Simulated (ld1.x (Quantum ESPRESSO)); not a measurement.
**Cutoff test, nitrogen, RRKJ**

* Element: nitrogen
* Generator: ld1.x (Quantum ESPRESSO) 7.5
* Type: norm-conserving RRKJ (Kleinman–Bylander form)
* Functional: PBEsol
* Relativity: non-relativistic
* Frozen core: [He]
* Valence charge: 5
* Reference configuration: 2s2 2p1 (charge +2)
* Partial waves: 2p (bound): rc 1.50 bohr; 3d channel at 0.1 Ry: rc 1.45 bohr; 2s (bound): rc 0.75 bohr
* Local potential: the s channel
* Core correction: none

The pseudo-atom Hamiltonian at the reference potential is diagonalised in spherical Bessel functions j_l(qr) that vanish at 20 bohr, with q² up to the cutoff. All-electron valence levels (Ry): 2p -2.7464, 2s -3.5961.

How do the lowest levels (Ry) of each channel move with the cutoff, and are there ghosts?

```
cutoff (Ry)     p #1     d #1     s #1     s #2     f #1     f #2  Σ f·Δε (mRy)
          8  -1.8811  -0.5756  -3.4102  -0.9286  -0.2591  -0.1444        1237.0
         15  -2.3057  -0.5847  -3.4259  -0.9312  -0.2591  -0.1445         781.0
         21  -2.4920  -0.5873  -3.4802  -0.9396  -0.2591  -0.1445         486.1
         35  -2.7138  -0.5884  -3.5593  -0.9543  -0.2591  -0.1445         105.9
         45  -2.7417  -0.5884  -3.5803  -0.9585  -0.2591  -0.1445          36.2
         60  -2.7463  -0.5884  -3.5865  -0.9599  -0.2591  -0.1445          19.1
         90  -2.7464  -0.5884  -3.5884  -0.9601  -0.2591  -0.1445          15.2
        110  -2.7464  -0.5884  -3.5916  -0.9607  -0.2591  -0.1445           8.9
        160  -2.7464  -0.5884  -3.5953  -0.9613  -0.2591  -0.1445           1.5
        200  -2.7464  -0.5884  -3.5954  -0.9614  -0.2591  -0.1445           1.3
        300  -2.7464  -0.5884  -3.5960  -0.9615  -0.2591  -0.1445           0.1
        400  -2.7464  -0.5884  -3.5960  -0.9615  -0.2591  -0.1445           0.0
```

Result: no extra level below or beside the all-electron valence levels (p, d, s, f tested); 10 mRy is reached at 110 Ry and 1 mRy at 230 Ry.

Its largest configuration-test error is +557 meV.
